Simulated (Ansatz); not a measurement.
System: sum formula SiHF, net charge 0, singlet state. 
Coordinates optimised at B3LYP-D3(BJ)/def2-TZVP (Ansatz, a quantum-chemistry and plane-wave program):
```xyz
3

Si    -0.2468    -0.3148     0.4521
H     -0.9813    -1.2112    -0.5591
F      0.4929     0.6243    -0.6411
```

Basis-set convergence of Hartree-Fock and CCSD(T) correlation energies (hartree) with Ansatz. Cores are frozen in the correlated levels unless marked. No spin-orbit coupling. No relativistic terms.

The Hartree-Fock reference is unstable (checked in the largest basis), which strains HF and MP2. 

```csv
basis,functions,E(HF),"E(corr, CCSD(T))"
def2-SVP,37,-388.77244,-0.29341
def2-TZVPP,87,-389.00916,-0.38219
def2-QZVPP,157,-389.02319,-0.41273
```

Extrapolating the two largest sets (X = 3 and 4) as X^-3: E(corr) = (64·(-0.41273) - 27·(-0.38219))/37 = -0.4350 Eh, an estimate of the basis-set limit. The largest set recovers 94.9 % of it, the smallest 67.4 %.
